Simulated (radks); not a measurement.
Question: The indium ion In+, configuration [Kr] 4d10 5s1 6s1 (not the ground configuration). Method: scalar-relativistic Kohn-Sham, PBEsol, spin-unpolarised, spherical densities, finite nucleus; Fermi nuclear charge, rms radius 4.6156 fm; computed with a radial shooting solver on a logarithmic mesh with Libxc functionals. Some entries of the table are withheld. Estimate them.

| orbital | occ. | eigenvalue (hartree) | <r> (bohr) |
|---|---|---|---|
| 1s | 2 | -1019.823 | 0.02973 |
| 2s | 2 | -153.1075 | 0.1286 |
| 2p | 6 | (1) | 0.1122 |
| 3s | 2 | (2) | 0.3488 |
| 3p | 6 | -24.31434 | (3) |
| 3d | 10 | -16.37138 | (4) |
| 4s | 2 | -4.86285 | 0.8481 |
| 4p | 6 | -3.33873 | (5) |
| 4d | 10 | -1.14999 | 1.167 |
| 5s | 1 | -0.68630 | 2.360 |
| 6s | 1 | -0.20864 | 5.850 |

Answer: 
(1) 2p eigenvalue (hartree): -137.5008
(2) 3s eigenvalue (hartree): -29.42537
(3) 3p <r> (bohr): 0.3473
(4) 3d <r> (bohr): 0.3245
(5) 4p <r> (bohr): 0.9216
